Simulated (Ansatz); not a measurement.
Geometry optimisation, Ansatz 0.2.0, RKS LDA/6-31G*.

Input file:

```yaml
crystal:
  periodic: [false, false, false]
  atoms:
    - { symbol: Si, position_ang: [0.0, 0.0, 0.0] }
    - { symbol: H, position_ang: [0.0, 0.0, 1.46] }
    - { symbol: F, position_ang: [1.4994, 0.0, -0.5295] }
    - { symbol: O, position_ang: [-0.7913, 1.3709, -0.5594] }
    - { symbol: H, position_ang: [-1.7491, 1.1401, -0.7818] }
    - { symbol: F, position_ang: [-0.7489, -1.2974, -0.5295] }
basis:
  gaussian: { orbitals: "6-31G*" }
hamiltonian:
  xc: lda
relax:
  f_tol: 0.02
  max_steps: 40
```

Launched with:

```bash
$ ansatz run input.yaml --threads 1 --pin off --max-ram 2048MiB --backend cpu --events-out ev --progress --plain --runs-dir out
```

Question: Where does it end, and by what steps?

Answer: The run converged. After 12 steps the energy has fallen by 0.157 eV; H5 moved furthest, 0.60 Å.

```csv
step,energy less start (eV),largest force component (eV/Å),accepted
0,0.0000,1.525,yes
1,-0.0631,0.948,yes
2,-0.0872,0.176,yes
3,-0.0952,0.448,yes
4,-0.0994,0.420,yes
5,-0.1124,0.423,yes
6,-0.1125,0.524,yes
7,-0.0782,1.982,no
8,-0.1301,0.589,yes
9,-0.1495,0.080,yes
10,-0.1562,0.063,yes
11,-0.1570,0.056,yes
12,-0.1571,0.010,yes
```

```xyz
6
Properties=species:S:1:pos:R:3
Si -0.084 -0.028 0.075
H 0.155 -0.036 1.536
F 1.288 0.117 -0.724
O -1.088 1.212 -0.246
H -1.356 1.363 -1.173
F -0.705 -1.414 -0.408
```

Whether the end is a true minimum wasn't checked by a vibrational analysis.

Run time: 14 s on 1 thread of Arm Neoverse V2, on a shared host, peak memory 0.13 GiB.
